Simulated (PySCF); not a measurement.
Gas-phase reaction: 3 Ag₂ + 3 Cl₂ → 2 Ag₃Cl₃

Computed with PySCF and rigid-rotor harmonic-oscillator thermochemistry at 1 bar. † marks an energy on the PBE0/def2-TZVP geometry and frequencies; other levels use their own. All species are closed-shell singlets. Ag: scalar-relativistic def2 core potential, no spin-orbit coupling. The harmonic model lacks anharmonicity and excited electronic states, which grow with temperature; levels with a mode under 35 cm⁻¹ are left out. Soft modes under 120 cm⁻¹ make the harmonic entropy rough for Ag₃Cl₃.

```tsv
level	ΔE electronic, kJ	ΔH°(298 K), kJ	ΔS°(298 K), J/K	ΔG°(2500 K), kJ
M06-2X/def2-TZVP†	-1501	-1489	-540	-271
PBE/def2-SVP	-1471	-1458	-542	-230
r2SCAN/def2-TZVP†	-1549	-1537	-540	-319
LDA/def2-TZVP†	-1565	-1553	-540	-335
ωB97M-V/def2-TZVP†	-1567	-1555	-540	-337
```
ΔH° is lowest at ωB97M-V/def2-TZVP† and highest at PBE/def2-SVP. No reference value is set beside these.
